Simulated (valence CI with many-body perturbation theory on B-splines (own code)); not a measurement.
## E1 line list for Al IX

Computed by relativistic CI+MBPT: three valence electrons over a frozen Dirac-Fock core [He], a basis of 11 s, 11 p, 10 d, 8 f, 5 g, 2 h functions for each j, with the one-electron correlation potential Σ1, the two-electron term Σ2, the three-electron term Σ3, Breit, model QED; selected CI, second order for the rest, scaled by the run's own slope (own B-spline code, finite nucleus).

No measured levels were compared; by estimate levels of excited configurations hold to 0.05 to 0.15 % of their energy, terms of the ground configuration to about 0.5 %.

Lines 351 to 400 of 584 in falling wavelength, among levels below 2334500 cm⁻¹, chosen from the strongest by gf and those to the six lowest levels. Wavelengths and rates use the calculated energies, so an error of 300 cm⁻¹ moves a line at 19.75 nm by 0.059 % and its rate by three times that or more. Electric multipoles are in the length gauge, E1 and E2 with the static RPA response of the core. Weak lines are less certain than strong ones. Lines between different terms over intervals too small for the method are left out, as are lines whose strength nearly cancels. Where a level lies close to another of its J and parity, the split of strength between their lines is uncertain. The highest levels of a list are the least certain.

Names give the largest LS component (configuration and term), which can be under half, so a name can repeat, a term be missing and a line seem to break the LS rules; names also repeat where a configuration has a term twice. Letters in brackets count levels of one name in rising energy.

```tsv
λ vac (nm)	Upper	Lower	A (s⁻¹)	S (a.u.) with core polarisation	S without
19.75	2s 2p 4d 4P°_1/2	2s 2p 3p 4P_3/2	2.45e+10	1.86e-01	1.86e-01
19.54	2s 2p 4d 4D°_5/2	2s 2p 3p 4S_3/2	1.13e+10	2.50e-01	2.50e-01
19.38	2s 2p 4d 4P°_5/2	2s 2p 3p 4S_3/2	1.73e+10	3.73e-01	3.73e-01
19.36	2s 2p 4d 4P°_3/2	2s 2p 3p 4S_3/2	1.78e+10	2.55e-01	2.55e-01
19.34	2s 2p 4d 4P°_1/2	2s 2p 3p 4S_3/2	1.87e+10	1.34e-01	1.34e-01
19.32	2s 2p 4d 4F°_7/2	2s 2p 3p 4D_7/2	3.55e+09	1.01e-01	1.01e-01
19.27	2s 2p 4d 4F°_5/2	2s 2p 3p 4D_5/2	8.38e+09	1.78e-01	1.78e-01
19.26	2s 2p 4d 4F°_3/2	2s 2p 3p 4D_3/2	7.76e+09	1.09e-01	1.09e-01
19.25	2s2 4d 2D_5/2	2s2 3p 2P°_3/2	4.01e+10	8.47e-01	8.47e-01
19.23	2s 2p 4d 4F°_9/2	2s 2p 3p 4D_7/2	4.89e+10	1.72e+00	1.72e+00
19.23	2s 2p 4d 4F°_3/2	2s 2p 3p 4D_1/2	2.16e+10	3.04e-01	3.04e-01
19.23	2s 2p 4d 4F°_5/2	2s 2p 3p 4D_3/2	2.65e+10	5.57e-01	5.57e-01
19.22	2s 2p 4d 4F°_7/2	2s 2p 3p 4D_5/2	4.40e+10	1.23e+00	1.23e+00
19.21	2s2 4d 2D_3/2	2s2 3p 2P°_1/2	3.39e+10	4.74e-01	4.74e-01
19.14	2s 2p 4d 4F°_5/2	2s 2p 3p 2P_3/2 [a]	1.28e+10	2.66e-01	2.66e-01
19.12	2s 2p 4d 4F°_3/2	2s 2p 3p 2P_1/2 [a]	1.45e+10	2.00e-01	2.00e-01
19.06	2s 2p 4d 4D°_7/2	2s 2p 3p 4D_7/2	1.32e+10	3.60e-01	3.60e-01
19.05	2s 2p 4d 4D°_5/2	2s 2p 3p 4D_5/2	6.64e+09	1.36e-01	1.36e-01
18.91	2s 2p 4d 2D°_3/2	2s 2p 3p 4D_1/2	1.03e+10	1.38e-01	1.38e-01
18.91	2s 2p 4d 2D°_5/2	2s 2p 3p 4D_3/2	6.65e+09	1.33e-01	1.33e-01
18.83	2s 2p 4d 2D°_5/2	2s 2p 3p 2P_3/2 [a]	1.70e+10	3.37e-01	3.37e-01
18.80	2s 2p 4d 2D°_3/2	2s 2p 3p 2P_1/2 [a]	1.71e+10	2.24e-01	2.24e-01
18.79	2s 2p 4p 2P_3/2	2s 2p 3s 2P°_3/2 [a]	9.24e+09	1.21e-01	1.21e-01
18.38	2s 2p 4d 2P°_3/2	2s 2p 3p 2P_3/2 [a]	9.33e+09	1.14e-01	1.14e-01
18.35	2s 2p 4p 2D_5/2	2s 2p 3s 2P°_3/2 [a]	1.64e+10	3.00e-01	3.00e-01
18.33	2s 2p 4p 2D_3/2	2s 2p 3s 2P°_1/2 [a]	1.16e+10	1.41e-01	1.41e-01
17.70	2s 2p 4p 4D_3/2	2s 2p 3s 4P°_3/2	9.05e+09	9.92e-02	9.91e-02
17.67	2s 2p 4p 4D_7/2	2s 2p 3s 4P°_5/2	1.90e+10	4.14e-01	4.13e-01
17.65	2s 2p 4p 4D_3/2	2s 2p 3s 4P°_1/2	9.01e+09	9.78e-02	9.78e-02
17.65	2s 2p 4p 4D_5/2	2s 2p 3s 4P°_3/2	1.55e+10	2.53e-01	2.53e-01
17.57	2s2 4p 2P°_3/2	2s2 3s 2S_1/2	1.43e+10	1.53e-01	1.53e-01
17.50	2s 2p 4p 4P_3/2	2s 2p 3s 4P°_5/2	1.44e+10	1.53e-01	1.53e-01
17.48	2s 2p 4p 4P_5/2	2s 2p 3s 4P°_5/2	1.36e+10	2.16e-01	2.15e-01
15.05	2s2 5f 2F°_7/2	2s2 3d 2D_5/2	3.63e+10	4.88e-01	4.89e-01
15.04	2s2 5f 2F°_5/2	2s2 3d 2D_3/2	3.39e+10	3.41e-01	3.42e-01
13.78	2s2 5d 2D_5/2	2s2 3p 2P°_3/2	2.42e+10	1.87e-01	1.87e-01
13.75	2s2 5d 2D_3/2	2s2 3p 2P°_1/2	2.02e+10	1.03e-01	1.04e-01
7.606	2s2 3p 2P°_3/2	2s 2p2 2D_5/2	7.55e+09	6.56e-03	6.51e-03
6.973	2s 2p 3s 2P°_3/2 [a]	2s 2p2 2D_5/2	6.85e+10	4.59e-02	4.55e-02
6.951	2p2 3s 2P_3/2	2p3 2D°_5/2	7.16e+10	4.74e-02	4.71e-02
6.928	2s 2p 3d 2D°_5/2 [a]	2s 2p2 2P_3/2	6.90e+10	6.79e-02	6.82e-02
6.916	2s 2p 3d 2D°_3/2 [a]	2s 2p2 2P_1/2	7.02e+10	4.59e-02	4.60e-02
6.864	2p2 3s 2D_3/2	2p3 2D°_3/2	8.59e+10	5.48e-02	5.46e-02
6.864	2p2 3s 2D_5/2	2p3 2D°_5/2	8.75e+10	8.38e-02	8.34e-02
6.844	2p2 3d 4D_3/2	2p3 2P°_3/2	5.85e+10	3.70e-02	3.71e-02
6.835	2p2 3s 4P_3/2	2p3 4S°_3/2	7.12e+10	4.49e-02	4.47e-02
6.833	2p2 3d 2P_3/2 [a]	2p3 2P°_3/2	8.67e+10	5.46e-02	5.47e-02
6.823	2p2 3s 4P_5/2	2p3 4S°_3/2	7.21e+10	6.78e-02	6.75e-02
6.820	2p2 3d 2P_1/2 [a]	2p3 2P°_1/2	1.25e+11	3.91e-02	3.92e-02
6.710	2p2 3s 2S_1/2	2p3 2P°_3/2	1.31e+11	3.90e-02	3.89e-02
```
